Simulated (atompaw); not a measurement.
Scattering properties, PAW (atompaw) potential for nitrogen (N)

- Element: N
- Generator: atompaw 4.2.0.5
- Type: PAW
- Functional: LDA (PW92)
- Relativity: scalar-relativistic
- Frozen core: [He]
- Valence charge: 5
- Reference configuration: 2s2 2p1 (charge +2)
- Partial waves: 2s (bound): rc 0.80 bohr; 2s channel at -3.25 Ry: rc 0.80 bohr; 2p (bound): rc 2.50 bohr; 2p channel at -1.55 Ry: rc 2.50 bohr; 3d channel at 0.15 Ry: rc 2.50 bohr; 3d channel at 2.65 Ry: rc 2.25 bohr
- Local potential: bessel scheme, radius 1.70 bohr
- Core correction: smooth core density matched at 2.40 bohr
- Augmentation charge: besselshape compensation charge, radius 2.20 bohr; PAW radius 2.50 bohr; waves and projectors: custom polynom vanderbiltortho

The phase is arctan(r·u′/u) with u = r·R(r), unwrapped; energies in Ry, scanned from -6 to 5 Ry. A pole is an energy at which the radial function vanishes at the test radius. The pseudo phase is shifted by a multiple of π to meet the all-electron one at the reference energy, and phase errors are pseudo minus all-electron; the curves can meet again beyond the range given. Levels narrower than the energy grid can be missing from the lists of poles.

```tsv
channel	radius (bohr)	reference energy (Ry)	poles, all-electron	poles, pseudo	unbroken range about the reference energy with phases within 0.05 rad	phase error 1 Ry above the reference energy (rad)
s	2.52	-3.59	-3.46, 2.52	-3.46, 2.30	below 3.2	+0.000
p	2.52	-2.76	-2.62, 2.44	-2.62, 3.80	below -0.4	+0.000
d	2.52	0.15	1.33	1.33	below 4.0	+0.000
```

Phases in the s channel:

```json
{"E (Ry)": "-6.00", "all-electron": "1.367", "pseudo": "1.367"}
{"E (Ry)": "-5.76", "all-electron": "1.359", "pseudo": "1.359"}
{"E (Ry)": "-5.52", "all-electron": "1.350", "pseudo": "1.350"}
{"E (Ry)": "-5.28", "all-electron": "1.340", "pseudo": "1.340"}
{"E (Ry)": "-5.04", "all-electron": "1.327", "pseudo": "1.327"}
{"E (Ry)": "-4.80", "all-electron": "1.310", "pseudo": "1.310"}
{"E (Ry)": "-4.56", "all-electron": "1.288", "pseudo": "1.288"}
{"E (Ry)": "-4.32", "all-electron": "1.253", "pseudo": "1.253"}
{"E (Ry)": "-4.08", "all-electron": "1.182", "pseudo": "1.182"}
{"E (Ry)": "-3.84", "all-electron": "0.919", "pseudo": "0.919"}
{"E (Ry)": "-3.60", "all-electron": "-1.267", "pseudo": "-1.267"}
{"E (Ry)": "-3.36", "all-electron": "-1.653", "pseudo": "-1.653"}
{"E (Ry)": "-3.12", "all-electron": "-1.741", "pseudo": "-1.741"}
{"E (Ry)": "-2.88", "all-electron": "-1.790", "pseudo": "-1.790"}
{"E (Ry)": "-2.64", "all-electron": "-1.827", "pseudo": "-1.827"}
{"E (Ry)": "-2.40", "all-electron": "-1.863", "pseudo": "-1.863"}
{"E (Ry)": "-2.16", "all-electron": "-1.901", "pseudo": "-1.901"}
{"E (Ry)": "-1.92", "all-electron": "-1.946", "pseudo": "-1.946"}
{"E (Ry)": "-1.68", "all-electron": "-2.002", "pseudo": "-2.002"}
{"E (Ry)": "-1.44", "all-electron": "-2.077", "pseudo": "-2.077"}
{"E (Ry)": "-1.20", "all-electron": "-2.183", "pseudo": "-2.184"}
{"E (Ry)": "-0.96", "all-electron": "-2.346", "pseudo": "-2.349"}
{"E (Ry)": "-0.72", "all-electron": "-2.610", "pseudo": "-2.615"}
{"E (Ry)": "-0.48", "all-electron": "-3.025", "pseudo": "-3.037"}
{"E (Ry)": "-0.24", "all-electron": "-3.527", "pseudo": "-3.544"}
{"E (Ry)": "0.00", "all-electron": "-3.925", "pseudo": "-3.941"}
{"E (Ry)": "0.24", "all-electron": "-4.175", "pseudo": "-4.187"}
{"E (Ry)": "0.48", "all-electron": "-4.329", "pseudo": "-4.340"}
{"E (Ry)": "0.72", "all-electron": "-4.431", "pseudo": "-4.441"}
{"E (Ry)": "0.96", "all-electron": "-4.502", "pseudo": "-4.512"}
{"E (Ry)": "1.20", "all-electron": "-4.555", "pseudo": "-4.565"}
{"E (Ry)": "1.44", "all-electron": "-4.596", "pseudo": "-4.607"}
{"E (Ry)": "1.68", "all-electron": "-4.629", "pseudo": "-4.641"}
{"E (Ry)": "1.92", "all-electron": "-4.657", "pseudo": "-4.671"}
{"E (Ry)": "2.16", "all-electron": "-4.681", "pseudo": "-4.698"}
{"E (Ry)": "2.40", "all-electron": "-4.703", "pseudo": "-4.723"}
{"E (Ry)": "2.64", "all-electron": "-4.722", "pseudo": "-4.747"}
{"E (Ry)": "2.88", "all-electron": "-4.741", "pseudo": "-4.773"}
{"E (Ry)": "3.12", "all-electron": "-4.758", "pseudo": "-4.802"}
{"E (Ry)": "3.36", "all-electron": "-4.776", "pseudo": "-4.839"}
{"E (Ry)": "3.60", "all-electron": "-4.793", "pseudo": "-4.891"}
{"E (Ry)": "3.84", "all-electron": "-4.811", "pseudo": "-4.988"}
{"E (Ry)": "4.08", "all-electron": "-4.831", "pseudo": "-5.267"}
{"E (Ry)": "4.32", "all-electron": "-4.853", "pseudo": "-6.784"}
{"E (Ry)": "4.56", "all-electron": "-4.877", "pseudo": "-7.570"}
{"E (Ry)": "4.80", "all-electron": "-4.905", "pseudo": "-7.734"}
```
